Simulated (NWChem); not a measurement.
# CH6F2Si2; SMILES F[SiH](F)C[SiH3]

```xyz
11

Si    -0.0307    -2.0120     0.3147
C      0.6769    -0.6373    -0.7960
Si     0.0163     1.0580    -0.4150
F     -1.5064     0.9141     0.1629
F      0.9035     1.7330     0.7763
H      0.7358    -3.2875     0.0922
H     -1.4756    -2.2501    -0.0157
H      0.0920    -1.6177     1.7593
H      0.4535    -0.8886    -1.8553
H      1.7830    -0.6150    -0.6927
H     -0.0230     2.0159    -1.5602
```
Atoms are numbered in this order, from 1.

Program: NWChem. Pople sets run with spherical d functions. Geometry: optimised at PBE-D3(BJ)/def2-SVP. Ions are spin-unrestricted doublets at the neutral geometry. Hybrids' shares of exact exchange are those that their runs print; pure functionals count as 0. The functionals differ in more than this share.

| row | share of exact exchange | ΔSCF ionisation energy minus −ε(HOMO) (eV) |
|---|---|---|
| PBE/6-31G* | 0.00 | 2.95 |
| r2SCAN/6-31G* | 0.00 | 2.84 |
| B3LYP/6-31G* | 0.20 | 2.26 |
| BHandHLYP/6-31G* | 0.50 | 1.04 |
| M06-2X/6-31G* | 0.54 | withheld |

**Question.** Fit a straight line of the last column on the one before it, predict the withheld value, and compare with the run.

**Answer.** 
1. Means of the 4 shown rows: x = 0.175, y = 2.272. Slope Σ(x − x̄)(y − ȳ)/Σ(x − x̄)² = -0.6187/0.1675 = -3.694; intercept 2.919.
2. The shown rows scatter about the line by 0.060 (root mean square); the largest residual is +0.08, at B3LYP/6-31G*.
3. At x = 0.54 (M06-2X/6-31G*; beyond the shown range) the line gives 0.92.
4. The run gives 1.18, +0.26 from the line, 4.3 times the scatter. The line crosses zero at a share of 0.79, outside the shown range.
